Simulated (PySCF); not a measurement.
B(All)(F)(H), C3H6BF, SMILES C=CCBF, singlet at its B3LYP/def2-SVP optimised geometry (Å):

```
11

B      0.3418    -0.8050     0.0000
C     -0.5300     0.5008     0.0000
C      0.0889     1.6725    -0.7104
C     -0.4441     2.3211    -1.7503
H     -0.6308     0.7382     1.0839
H     -1.5526     0.2934    -0.3587
H      1.0718     1.9918    -0.3398
H     -1.4200     2.0432    -2.1631
H      0.0759     3.1559    -2.2281
F     -0.2509    -1.9918     0.0507
H      1.5526    -0.8050     0.0000
```

Level of theory: B3LYP/def2-TZVP run with PySCF. Cells within 0.4 Å of a nucleus heavier than hydrogen are left out (blank, or x).

Map of the electron localisation function on the plane z = 0.0 Å:

```
|00000000000000000000000000000|
|00000000001221000000000000000|
|00000000023443100000000000000|
|00000000124554211345420000000|
|00000000024554334789972000000|
|00000000013455457999996000000|
|00000000001345569999998100000|
|00000000001245579999998100000|
|00000000001356568999996000000|
|00000001112478756899861000000|
|00000255555578853333200000000|
|000027898873x3652000000000000|
|00005899998xxx452000000000000|
|00016999999xxx774112454200000|
|00005999998668985468999840000|
|00003899986689953699999982000|
|000014665323671xx799999994000|
|00000000000022xxx699999994000|
|000000000001352x0799999993000|
|00000000013678863489999981000|
|0000000013688xx74127999950000|
|000000002478xxx85101467510000|
|0000000014688xx86200011000000|
|00000000125788886200000000000|
|00000000012467764100000000000|
|00000000001234432100000000000|
|00000000000011110000000000000|
|00000000000000000000000000000|
|00000000000000000000000000000|
```
Scale: ten equal steps from 0.000 (start of '0') to 1.000 (end of '9'), in the order '0123456789'; x runs from -4.00 to 4.00, y from -4.00 (bottom) to 4.00 (top).
